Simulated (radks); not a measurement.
Values are calculated unless marked as measured or tabulated.
Question: The magnesium ion Mg2+, [Ne]. Level of theory: non-relativistic Kohn-Sham, PBE, spin-polarised, spherical densities, point nucleus (a radial shooting solver on a logarithmic mesh with Libxc functionals). Every spin shell is full or empty, so the densities are truly spherical. Functionals are evaluated on that one density, not self-consistently. Rank these orbital-free kinetic functionals by their error against the exact value of the orbitals, and give that value: Thomas-Fermi, LC94, APBEK, revAPBEK, Perdew 92, Thakkar, Pearson, LKT, Ernzerhof.

Answer: Exact: 198.777 hartree. From best to worst, with 100 (|E| - |E exact|)/|E exact| (equal figures are ties): Thakkar -0.01, LC94 +0.10, APBEK +0.23, Ernzerhof +0.34, Perdew 92 -0.49, revAPBEK +0.66, Pearson -1.98, Thomas-Fermi -7.91, LKT +34.48.
